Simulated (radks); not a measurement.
Values are calculated unless marked as measured or tabulated.
Problem. Tl III, 79 electrons, occupied as [Kr] 4d10 4f14 5s2 5p4 5d10 6s1 5f2 (not the ground configuration). Level of theory: scalar-relativistic Kohn-Sham, r2SCAN, spin-polarised, spherical densities, finite nucleus; open shells are filled with parallel spins first (spin-orbit coupling, left out, can overturn this in heavy ions); meta-GGA in the generalised Kohn-Sham scheme; Fermi nuclear charge, rms radius 5.4759 fm (a radial shooting solver on a logarithmic mesh with Libxc functionals). Some entries of the table are withheld. Estimate them.

| orbital | occ. | eigenvalue (hartree) | <1/r> (bohr^-1) |
|---|---|---|---|
| 1s up | 1 | -3150.559 | 99.39 |
| 1s down | 1 | -3150.540 | 99.39 |
| 2s up | 1 | -563.3286 | 23.35 |
| 2s down | 1 | -563.3235 | 23.35 |
| 2p up | 3 | -484.7529 | 20.60 |
| 2p down | 3 | -484.7406 | 20.60 |
| 3s up | 1 | -136.0544 | 8.667 |
| 3s down | 1 | -136.0472 | 8.666 |
| 3p up | 3 | -113.3397 | 7.859 |
| 3p down | 3 | -113.3299 | 7.858 |
| 3d up | 5 | -89.72710 | 7.372 |
| 3d down | 5 | -89.71606 | 7.372 |
| 4s up | 1 | -31.80869 | 3.718 |
| 4s down | 1 | -31.78757 | 3.717 |
| 4p up | 3 | -24.32896 | 3.351 |
| 4p down | 3 | -24.30858 | 3.351 |
| 4d up | 5 | -15.50811 | 3.009 |
| 4d down | 5 | -15.48442 | 3.011 |
| 5s up | 1 | -6.37558 | 1.559 |
| 5s down | 1 | -6.24678 | 1.560 |
| 4f up | 7 | (1) | 2.608 |
| 4f down | 7 | (2) | 2.613 |
| 5p up | 3 | -4.29097 | (3) |
| 5p down | 1 | -4.17111 | (4) |
| 5d up | 5 | -1.87789 | 1.036 |
| 5d down | 5 | -1.77949 | 1.031 |
| 6s up | 1 | -1.30365 | 0.6262 |
| 6s down | 0 | -1.20560 | 0.6314 |
| 5f up | 2 | -0.28019 | 0.3230 |

Solution. 
(1) 4f up eigenvalue (hartree): -5.76306
(2) 4f down eigenvalue (hartree): -5.73280
(3) 5p up <1/r> (bohr^-1): 1.346
(4) 5p down <1/r> (bohr^-1): 1.342
